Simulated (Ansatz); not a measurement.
Input (CCSDT(Q)/aug-cc-pVDZ; Ansatz, a program for electronic structure):

Ansatz 0.2 input:
```yaml
crystal:
  periodic: [false, false, false]
  atoms:
    - {symbol: B, position_ang: [-0.78702165, -0.07364242, -0.22743034]}
    - {symbol: N, position_ang: [0.62685766, -0.01379380, 0.05455992]}
    - {symbol: H, position_ang: [-1.46393857, -0.58590109, 0.67348775]}
    - {symbol: H, position_ang: [-1.34791632, 1.02958718, -0.25110516]}
    - {symbol: H, position_ang: [1.02167315, 0.43014852, 0.87977821]}
    - {symbol: H, position_ang: [1.33728634, -0.40906593, -0.54692852]}
basis:
  gaussian:
    orbitals: aug-cc-pVDZ
magnetization: {spin_polarized: true, initial_magnetization: 2}
correlation: {method: ccsdt_q, electrons: outside_noble_gas}
```

Output:

```
Functional definition: HF
integrals: 0.17 GiB planned
1358 factors; integrals over basis functions are off by at most 2.0e-7 eV
mean field: 0.21 GiB planned
mean field evaluation 1: about -2211.1149 eV, gradient 2.0e1 eV
mean field evaluation 2: about -2211.1147 eV, gradient 2.0e1 eV
mean field evaluation 4: about -2213.4821 eV, gradient 2.5e0 eV
mean field evaluation 8: about -2213.6828 eV, gradient 3.5e-1 eV
mean field evaluation 16: about -2212.9464 eV, gradient 1.1e1 eV
mean field evaluation 32: about -2210.9315 eV, gradient 1.6e-1 eV
mean field evaluation 64: about -2210.9307 eV, gradient 1.6e-3 eV
mean field -2213.69391481 eV, -81.3517508737 hartree, gradient 3.3e-6 eV, S^2 2.022170; 1 other end points of the search recorded, 0 dependent functions left out
determinant -2213.69391481 eV, -81.3517508737 hartree, with singles and doubles -2221.69833215 eV, -81.6459077854 hartree
determinant -2210.93072749 eV, -81.2502056125 hartree, with singles and doubles -2218.47458166 eV, -81.5274371400 hartree
2 core orbitals not correlated
reference -2213.69391481 eV, -81.3517508737 hartree; 7, 5 occupied and 73, 75 virtual orbitals, 1358 factors
second order -6.96375084 eV of doubles, -0.00000000 eV of singles
coupled cluster: 2.38 GiB planned
cycle   1  -7.57348110 eV  change   -6.1e-1 eV  update   9.5e-2
cycle   2  -8.06545627 eV  change   -4.9e-1 eV  update   4.2e-2
cycle   3  -8.28961043 eV  change   -2.2e-1 eV  update   3.7e-2
cycle   4  -8.26539153 eV  change    2.4e-2 eV  update   2.3e-2
cycle   5  -8.29198924 eV  change   -2.7e-2 eV  update   1.2e-2
cycle   6  -8.30298743 eV  change   -1.1e-2 eV  update   4.6e-3
cycle   7  -8.29909070 eV  change    3.9e-3 eV  update   1.5e-3
cycle   8  -8.29995602 eV  change   -8.7e-4 eV  update   7.8e-4
cycle   9  -8.30012270 eV  change   -1.7e-4 eV  update   3.3e-4
cycle  10  -8.29969510 eV  change    4.3e-4 eV  update   1.7e-4
cycle  11  -8.29985775 eV  change   -1.6e-4 eV  update   8.8e-5
cycle  12  -8.29986891 eV  change   -1.1e-5 eV  update   3.7e-5
cycle  13  -8.29990075 eV  change   -3.2e-5 eV  update   1.9e-5
cycle  14  -8.29991571 eV  change   -1.5e-5 eV  update   8.7e-6
cycle  15  -8.29992288 eV  change   -7.2e-6 eV  update   4.7e-6
cycle  16  -8.29992527 eV  change   -2.4e-6 eV  update   2.0e-6
cycle  17  -8.29992625 eV  change   -9.7e-7 eV  update   7.0e-7
perturbative correction -0.01715662 eV, -0.0006304940 hartree
Total energy: -2222.01099767 eV, -81.6573980314 hartree
```

 The CCSD(T) runs of this state have a T1 diagnostic of up to 0.049.

This triplet is an excited state, 4.5 eV above the singlet at CCSD(T)/cc-pVQZ (Ansatz).
